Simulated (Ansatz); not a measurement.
Start from `ClBB[SeH]` and change one atom or group to get `SBBCl`.

Ansatz, PBE0-D4/def2-TZVP geometries, multiplicity 1. Each molecule was computed in one conformer, which needn't be the lowest.

Scalar relativity is left out up to krypton.

```
                                                                                  property  `ClBB[SeH]`
ideal-gas entropy at 298 K and 1 bar (rigid rotor, harmonic PBE0-D4/def2-TZVP) / J/(mol·K)          334
                                                       HOMO–LUMO gap (PBE/def2-TZVPP) / eV         3.96
                                                        HOMO energy (PBE0/def2-TZVPP) / eV        -7.97
                                                        LUMO energy (PBE0/def2-TZVPP) / eV        -1.84
                                            zero-point energy (PBE0-D4/def2-TZVP) / kJ/mol         91.0
                                                         HOMO energy (PBE/def2-TZVPP) / eV        -6.71
```

Task: Give the same properties after the change, and the shifts. (An estimate is asked.)

Result: Ansatz gave: 
```
                                                                                  property  `SBBCl`  shift
ideal-gas entropy at 298 K and 1 bar (rigid rotor, harmonic PBE0-D4/def2-TZVP) / J/(mol·K)      320    -14
                                                       HOMO–LUMO gap (PBE/def2-TZVPP) / eV     3.96   0.00
                                                        HOMO energy (PBE0/def2-TZVPP) / eV    -8.03  -0.06
                                                        LUMO energy (PBE0/def2-TZVPP) / eV    -1.79   0.05
                                            zero-point energy (PBE0-D4/def2-TZVP) / kJ/mol     94.8    3.8
                                                         HOMO energy (PBE/def2-TZVPP) / eV    -6.69   0.02
```

With PBE0 the HOMO falls by 0.06 eV and the LUMO rises by 0.05 eV, so the gap widens by about 0.11 eV. PBE moves the HOMO by 0.02 eV and ωB97M-V by -0.16 eV.

Spin–orbit coupling is left out; it splits and shifts lone-pair levels of the heavy atoms by tenths of an eV.
